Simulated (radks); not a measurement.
Task: The mean radii <r> (bohr) of the occupied orbitals of an atom or ion are listed with their occupations. Calculated with a radial shooting solver on a logarithmic mesh with Libxc functionals: non-relativistic Kohn-Sham, r2SCAN, spin-unpolarised, spherical densities, point nucleus; meta-GGA in the generalised Kohn-Sham scheme.

orbital  occ.     <r>
1s          2  0.1040
2s          2  0.5192
2p          6  0.4844
3p          5   2.285

Name the element and its charge.

Result: Z = 15, phosphorus, charge 0: P in [Ne] 3p5. The 1s radius gives Z: for a bare nucleus <r> = 1.5/Z, 0.1 bohr for Z = 15, and screening makes it slightly larger (0.1040 here). The occupations add up to 15, and the charge is Z minus that.
